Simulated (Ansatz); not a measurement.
`[CH3][Al]1[CH2][O]1` + `BN` → `N[BH][Al]1[CH2][O]1` + CH₄  (formal exchange of groups at the Al–C bond)

Isolated molecules relaxed with PBE0-D4/def2-TZVP in Ansatz; ΔE leaves out vibrations. CBS: MP2 limit from def2 TZ/QZ plus the TZ coupled-cluster correction, frozen cores. This one scheme is used for every species. Functionals use def2-TZVPP. Each species was taken in one conformer, which may not be the lowest.

| level | ΔE (kJ/mol) |
| --- | --- |
| BHLYP-D4 | 17.8 |
| ωB97M-V | 19.6 |

Q: What does CCSD(T)/CBS give? (Estimate.)

A: Computed: +15.6 kJ/mol. The listed levels differ from it by 2.2, 4.0 kJ/mol.

Largest T1 diagnostic among the species: 0.017.

At CCSD(T), def2-SVP lies −9.6 kJ/mol from the extrapolated value and def2-TZVPP −1.6 kJ/mol. Leaving LDA and LC-ωPBE aside and taking each functional with its dispersion term where it has one, the values, not all of them listed here, spread over 15.9 kJ/mol, from revPBE-D4 to ωB97M-V.
